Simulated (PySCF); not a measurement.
Method: PySCF 2.14.0 with PBE-D3(BJ)/def2-TZVP // r2SCAN-D4/def2-SVP. Gas-phase values, no solvent. One relaxed conformer stands for a flexible species; it need not be the lowest. 

Reference species: [Ta(F)4(OH)] (neutral, multiplicity 1).

| Property | Value |
|---|---|
| charge on the central atom (Mulliken) | 1.52 e |
| coordination number | 5 |

Changed species: [Ta(F)(OH)4] (4 of 5 F replaced by OH; the reference has 1 of 5 F replaced by OH).

Q: Give the shifts of the charge on the central atom (Mulliken) and coordination number.

A: the charge on the central atom (Mulliken) falls by 0.14 e, to 1.38 e; the coordination number hardly moves.
